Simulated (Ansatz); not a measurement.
Gas-phase electronic energies from Ansatz, PBE0-D4/def2-TZVP geometries. CCSD(T)/CBS adds triple-zeta CCSD(T) − MP2 to the extrapolated MP2 energy (def2 sets, frozen cores). This one scheme is used for every species. DFT in def2-TZVPP. B3LYP here is the variant with VWN-RPA as its local correlation; programs differ in this. For Ge outer-core shells are correlated without core-valence functions, which leaves a few kJ/mol of doubt a bond. Scalar relativity is left out up to krypton.

Consider the hydrogenolysis of the Si–F bond: `C[Si](F)(Cl)[GeH3]` + H₂ → `C[SiH](Cl)[GeH3]` + H–F.

`C[Si](F)(Cl)[GeH3]`:

```xyz
11

C     1.572   -0.161   -0.815
Si    0.443    0.008    0.640
F     0.728   -1.205    1.644
Cl    0.911    1.736    1.653
Ge   -1.882    0.042    0.142
H     1.372   -1.094   -1.346
H     2.614   -0.162   -0.485
H     1.430    0.672   -1.508
H    -2.299   -1.257   -0.569
H    -2.700    0.194    1.431
H    -2.188    1.227   -0.789
```

H₂:

Cartesian coordinates in Å:
```
H -0.069 -0.292 0.222
H 0.069 0.292 -0.222
```

`C[SiH](Cl)[GeH3]`:

Z-matrix (Å, degrees):
```
C
Si 1 1.862
H 1 1.092 2 110.9
H 1 1.092 2 110.5 3 -120.3
H 1 1.094 2 110.0 3 119.9
Cl 2 2.070 1 108.9 3 61.8
Ge 2 2.379 1 112.6 3 -57.7
H 2 1.487 1 110.5 3 178.5
H 7 1.538 2 110.1 1 58.5
H 7 1.540 2 110.3 1 -60.9
H 7 1.536 2 110.8 1 178.9
```

H–F:

```xyz
2

F    -0.319   -0.233   -0.235
H     0.319    0.233    0.235
```

```csv
level,ΔE (kJ/mol),difference from CCSD(T)/CBS
revPBE-D4,119.2,-1.4
B3LYP-D4,126.4,5.8
ωB97X-V,124.5,3.9
ωB97M-V,126.5,5.9
B2PLYP,124.8,4.2
PBE-QIDH,117.4,-3.2
BLYP,125.0,4.4
r2SCANh,128.2,7.6
RPA@PBE/def2-TZVPP,117.5,-3.1
MP2/def2-SVP,114.2,-6.4
CCSD/def2-SVP,107.0,-13.6
SCS-MP2/def2-TZVPP,122.5,1.9
CCSD(T)/def2-TZVPP,119.4,-1.2
HF/def2-QZVPP,121.3,0.7
HF/CBS(def2),121.6,1.0
MP2/CBS(def2),124.2,3.6
CCSD(T)/CBS,120.6,0
```

Largest T1 diagnostic among the species: 0.011.

The D4 term adds +3.3 kJ/mol with B3LYP and +1.7 kJ/mol with PBE0; it sums over pairs of atoms, weighted by their polarisabilities, and B3LYP, whose exchange is more repulsive, gets the larger term. Leaving LDA and LC-ωPBE aside and taking each functional with its dispersion term where it has one, the values, not all of them listed here, spread over 15.9 kJ/mol, from HSE06-D4 to r2SCAN-D4. LDA lies +3.5 kJ/mol from PBE without D4. At CCSD(T), def2-SVP lies −12.0 kJ/mol from the extrapolated value and def2-TZVPP −1.2 kJ/mol.

CCSD(T)/CBS has its own doubt, a few kJ/mol and more with outer-core shells, so smaller differences from it don't rank the levels.
